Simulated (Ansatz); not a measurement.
One change: `C=[C]([AlH2])[GeH3]` becomes `C=[C](C)[AlH2]`.

Ansatz, PBE0-D4/def2-TZVP geometries, multiplicity 1. 

Scalar relativity is left out up to krypton.

```
                                          property  `C=[C]([AlH2])[GeH3]`
              HOMO–LUMO gap (PBE0/def2-TZVPP) / eV                   5.83
               LUMO energy (B3LYP/def2-TZVPP) / eV                  -2.00
             HOMO–LUMO gap (B3LYP/def2-TZVPP) / eV                   5.44
size of the dipole moment (ωB97M-V/def2-TZVPP) / D                   0.77
                LUMO energy (PBE0/def2-TZVPP) / eV                  -1.79
               HOMO energy (B3LYP/def2-TZVPP) / eV                  -7.43
```

(1) What does the change do to each property? (Best estimate.)

## Answers

(1) The calculation gave: 
```
                                          property  `C=[C](C)[AlH2]`  shift
              HOMO–LUMO gap (PBE0/def2-TZVPP) / eV              6.09   0.26
               LUMO energy (B3LYP/def2-TZVPP) / eV             -1.76   0.24
             HOMO–LUMO gap (B3LYP/def2-TZVPP) / eV              5.65   0.21
size of the dipole moment (ωB97M-V/def2-TZVPP) / D              0.83   0.06
                LUMO energy (PBE0/def2-TZVPP) / eV             -1.55   0.24
               HOMO energy (B3LYP/def2-TZVPP) / eV             -7.42   0.01
```

Dipoles are sizes alone; their direction can turn.

B3LYP here is the variant with VWN-RPA as its local correlation; programs differ in this.
